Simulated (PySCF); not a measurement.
Partial charges of `C#Cc1cccc(OCC)c1`

Species: C10H10O.
Geometry (GFN2-xTB, Å), atoms numbered from 1 in this order:
```xyz
21
C10H10O angstrom
C     -3.4952   -2.3819    0.6901
C     -2.8079   -1.4252    0.4588
C     -2.0029   -0.2923    0.1850
C     -2.5953    0.9500   -0.0209
C     -1.7947    2.0468   -0.2876
C     -0.4225    1.9160   -0.3494
C      0.1795    0.6715   -0.1437
O      1.5364    0.6511   -0.2261
C      2.2143   -0.5730   -0.0278
C      3.7044   -0.3076   -0.1748
C     -0.6159   -0.4339    0.1243
H     -4.0975   -3.2169    0.8916
H     -3.6693    1.0460    0.0286
H     -2.2457    3.0148   -0.4489
H      0.2125    2.7626   -0.5569
H      1.9961   -0.9665    0.9752
H      1.8852   -1.3111   -0.7730
H      4.2594   -1.2303   -0.0302
H      4.0254    0.4227    0.5631
H      3.9144    0.0856   -1.1659
H     -0.1896   -1.4114    0.2879
```

Density: PBE0/pcSseg-1 (PySCF); schemes: Mulliken, IAO, Hirshfeld and ESP-fitted. Isolated species at its GFN2-xTB geometry (one conformer only).

**Question.** Do the Mulliken, IAO, Hirshfeld and ESP-fitted schemes agree on where the charge is lowest?

**Answer.** The schemes don't all agree: Mulliken O8 (-0.495); IAO C10 (-0.421); Hirshfeld C10 (-0.119); ESP-fitted C10 (-0.501).

**Question.** For which atoms does the sign change between the 4 schemes (beyond +0.03 e in one, beyond −0.03 e in another)?

**Answer.** C2, C3 and C9. Atomic charges aren't observables, and each scheme defines them in its own way.

**Question.** Which atoms carry the highest charge in the Mulliken, IAO, Hirshfeld and ESP-fitted schemes?

**Answer.** The schemes don't all agree: Mulliken C2 (+0.472); IAO C7 (+0.207); Hirshfeld H12 (+0.091); ESP-fitted C9 (+0.426).

**Question.** What partial charge does each atom carry?

**Answer.** In e:

```tsv
atom	environment	Mulliken	IAO	Hirshfeld	ESP-fitted
C1	terminal alkyne carbon	-0.380	-0.240	-0.113	-0.416
C2	alkyne carbon	+0.472	-0.021	-0.042	-0.025
C3	substituted aromatic carbon	-0.361	-0.007	+0.004	+0.231
C4	aromatic CH carbon	+0.013	-0.162	-0.054	-0.327
C5	aromatic CH carbon	-0.063	-0.142	-0.045	-0.049
C6	aromatic CH carbon	-0.087	-0.178	-0.064	-0.355
C7	aromatic carbon bearing oxygen	+0.236	+0.207	+0.077	+0.410
O8	aryl ether oxygen	-0.495	-0.334	-0.101	-0.415
C9	sp3 carbon bound to oxygen	-0.055	-0.046	+0.013	+0.426
C10	methyl carbon	-0.233	-0.421	-0.119	-0.501
C11	aromatic CH carbon	-0.051	-0.210	-0.070	-0.345
H12	alkyne hydrogen	+0.044	+0.203	+0.091	+0.303
H13	aromatic hydrogen	+0.078	+0.162	+0.051	+0.192
H14	aromatic hydrogen	+0.092	+0.159	+0.055	+0.146
H15	aromatic hydrogen	+0.096	+0.165	+0.051	+0.190
H16	methylene hydrogen	+0.120	+0.128	+0.040	-0.008
H17	methylene hydrogen	+0.120	+0.128	+0.040	-0.008
H18	methyl hydrogen	+0.116	+0.148	+0.050	+0.120
H19	methyl hydrogen	+0.123	+0.151	+0.045	+0.141
H20	methyl hydrogen	+0.123	+0.151	+0.045	+0.141
H21	aromatic hydrogen	+0.092	+0.160	+0.046	+0.147
```

Mean size of the charges over all atoms: ESP-fitted 0.233 e, IAO 0.168 e, Mulliken 0.164 e, Hirshfeld 0.058 e. Each set sums to the total charge, 0, to within 0.001 e. The ESP scheme fits charges at the nuclei, held to the total charge, to the electrostatic potential on points at 1.4 to 2.0 times the van der Waals radii.

**Question.** How many electrons does the Mulliken scheme count on C10?

**Answer.** Z − q = 6 − (-0.233) = 6.233.

**Question.** Sum the charges by element, for elements with more than one atom.

**Answer.** 
| element | atoms | Mulliken | IAO | Hirshfeld | ESP-fitted |
| --- | --- | --- | --- | --- | --- |
| C | 10 | -0.509 | -1.220 | -0.412 | -0.950 |
| H | 10 | +1.004 | +1.554 | +0.514 | +1.365 |

The run behind these numbers computed NMR shieldings as well. On an Intel Xeon at 2.50 GHz with one thread (shared host), this took 2.5 min of wall time and 1.1 GiB of memory at its peak.
